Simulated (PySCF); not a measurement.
A structure optimised at B3LYP-D3(BJ)/def2-SVP, used in a PySCF frequency run:

```xyz
7

B     -0.0015     0.4523     0.0000
O     -1.1949     1.1130     0.0000
H     -1.1393     2.0756     0.0000
O      1.2318     1.0404     0.0000
H      1.2296     2.0054     0.0000
S     -0.1009    -1.3756     0.0000
H      1.2376    -1.5611     0.0000
```
Charge 0, spin multiplicity 1.

Write its SMILES, formula and point group.

OB(O)S, BH₃O₂S, Cs

What are its rotational constants (standard atomic weights)?

9.7667, 4.5588, 3.1081 GHz
